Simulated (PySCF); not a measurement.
## Input and output of a scripted DFT run

The script drives PySCF SCF with an in-house response code with single-precision fitted integrals, so total energies wander by about 1e-6 Eh between cycles (the fitting error itself is about 1e-3 Eh and cancels in differences); atoms count from 0. Kgrid is the grid level of the response kernel; vcut the energy (Eh) above which virtual orbitals leave the response; delta the states run by ΔSCF (the anion only where the lumo is low enough to bind); pop asks for populations, which are stored and not printed; grid is the SCF grid level (2 if not given).

The basis has no diffuse functions, so the polarisability comes out too low. Without diffuse functions Rydberg states are missing, so unbound LUMOs, wide gaps and states within about 2 eV of the ionisation energy come out too high, and electron affinities are rough.

Job and coordinates (Å):

```
{"job": {"kind": "uv", "basis": "6-31G*", "grid": 1, "kgrid": 0, "vcut": null, "nstates": 8, "ntriplets": 3, "tda": false, "delta": ["ip_vertical", "ea_vertical"], "pop": true, "xc": "B3LYP"}, "charge": 0, "multiplicity": 1}
Cl    -2.383515     0.441225    -2.106027
C     -1.833177     0.651058    -0.485585
C     -1.424690     1.903137    -0.053637
C     -0.982413     2.055106     1.249102
C     -0.925897     0.970110     2.104959
C     -1.331151    -0.276037     1.651185
S     -1.204692    -1.667780     2.760452
S     -0.492079    -3.119310     1.499049
S      1.508878    -2.758238     1.282819
C      1.467648    -1.461692     0.046420
C      0.886892    -1.693469    -1.189432
C      0.852603    -0.673576    -2.122639
C      1.398559     0.563824    -1.822183
C      1.976952     0.785727    -0.583918
C      2.013009    -0.227722     0.357578
C     -1.805148    -0.442808     0.360437
H     -1.454365     2.742823    -0.729179
H     -0.666879     3.027174     1.595643
H     -0.567473     1.078662     3.116326
H      0.461480    -2.661183    -1.409903
H      0.398843    -0.846942    -3.086351
H      1.372376     1.355673    -2.555697
H      2.400115     1.750013    -0.345897
H      2.459752    -0.070126     1.327178
H     -2.132189    -1.411160     0.014698
```

Command:

```bash
OMP_NUM_THREADS=1 python large_run.py task.json out
```

Problem. What does the program print?

Solution. 
```
start: PBE on a coarse grid of 23823 points
cycle   1  E = -2116.1913213525  dE =  2.573e+00  |g| = 6.777e-01  |ddm| = 5.865e+00
cycle   2  E = -2115.9659462147  dE =  2.254e-01  |g| = 1.110e+00  |ddm| = 2.214e+00
cycle   3  E = -2116.3075733528  dE = -3.416e-01  |g| = 2.040e-01  |ddm| = 1.776e+00
cycle   4  E = -2116.3203228900  dE = -1.275e-02  |g| = 9.584e-02  |ddm| = 4.586e-01
cycle   5  E = -2116.3226495450  dE = -2.327e-03  |g| = 4.032e-02  |ddm| = 1.657e-01
cycle   6  E = -2116.3230816295  dE = -4.321e-04  |g| = 1.348e-02  |ddm| = 6.418e-02
cycle   7  E = -2116.3231261196  dE = -4.449e-05  |g| = 4.661e-03  |ddm| = 2.164e-02
final grid: 100638 points
cycle   8  E = -2117.4324451363  dE = -5.287e-03  |g| = 3.057e-02  |ddm| = 3.547e-01
cycle   9  E = -2117.4322647073  dE =  1.804e-04  |g| = 4.019e-02  |ddm| = 1.166e-01
cycle  10  E = -2117.4327239377  dE = -4.592e-04  |g| = 4.686e-03  |ddm| = 6.437e-02
cycle  11  E = -2117.4327265797  dE = -2.642e-06  |g| = 3.238e-03  |ddm| = 8.247e-03
cycle  12  E = -2117.4327281387  dE = -1.559e-06  |g| = 6.918e-04  |ddm| = 4.274e-03
cycle  13  E = -2117.4327296875  dE = -1.549e-06  |g| = 2.989e-04  |ddm| = 1.293e-03
cycle  14  E = -2117.4327290934  dE =  5.941e-07  |g| = 1.115e-04  |ddm| = 4.686e-04
cycle  15  E = -2117.4327283467  dE =  7.467e-07  |g| = 2.462e-05  |ddm| = 1.546e-04
converged SCF energy = -2117.4327283467
Vertical ionisation energy (delta-SCF) = 7.7409 eV   <S^2> = 0.758
Vertical electron affinity (delta-SCF) = 0.1149 eV   <S^2> = 0.754

Static polarisability (au): isotropic 167.530, principal 124.820 168.160 209.609

Singlet excitations
state   eV       nm        f      main configurations
  1   3.6063    343.8   0.04509   H->L 0.97
  2   4.0161    308.7   0.01084   H-1->L 0.97
  3   4.4206    280.5   0.00065   H-2->L 0.77, H->L+2 0.14
  4   4.4877    276.3   0.01673   H->L+1 0.86
  5   4.6777    265.1   0.00461   H-3->L 0.80
  6   4.8278    256.8   0.00742   H->L+2 0.72, H-2->L 0.17
  7   4.8544    255.4   0.01864   H-4->L 0.40, H-1->L+1 0.33
  8   4.9181    252.1   0.01528   H-1->L+1 0.41, H-4->L 0.24, H-5->L 0.20

Triplet excitations (Tamm-Dancoff, eV): 3.0924 3.4450 3.9426
```

The run took 3 min of wall time on 1 thread of Arm Neoverse N1 (shared host), peak memory 0.63 GiB.
